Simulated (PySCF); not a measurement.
A species of formula C2H11Ge2NSi has this rotational fingerprint, computed with PBE0-D3(BJ)/def2-SVP geometry optimisation, gas phase (PySCF 2.14.0):

| Property | Result |
| --- | --- |
| Rotational constants | A = 1456, B = 877.8, C = 599.9 MHz |
| Dipole components | \|μa\| = 0.54 D, \|μb\| = 0.24 D, \|μc\| = 0.77 D |
| Inertial defect | -80.36 u·Å² |
| κ | -0.35 |

**Question.** Which structure is it? (One computed conformer of each.)
A. `[CH3:1]/[N:2]=[CH:3]\[Ge@H:4]([SiH3:5])[GeH3:6]` with N2–C3–Ge4–Si5 69°
B. `[CH3:1]/[N:2]=[CH:3]\[GeH2:4][GeH2:5][SiH3:6]` with N2–C3–Ge4–Ge5 -77°, C3–Ge4–Ge5–Si6 56°

**Answer.** B. It is C/N=[CH]\[GeH2][GeH2][SiH3], an asymmetric top, point group C1. The candidates at the same level (rigid rotor, commonest isotopes):

```
                       SMILES  A (MHz)  B (MHz)  C (MHz)  μa (D)  μb (D)  μc (D)  Δ (u·Å²)  point group           rotor
  C/N=[CH]\[GeH2][GeH2][SiH3]     1456    877.8    599.9    0.54    0.24    0.77    -80.36           C1  asymmetric top
C/N=[CH]\[Ge@H]([SiH3])[GeH3]     1271    904.4    676.8    0.48    0.59    0.46   -209.67           C1  asymmetric top
```

`C/N=[CH]\[Ge@H]([SiH3])[GeH3]` has C 13 % too high. No structure here is proved a minimum.
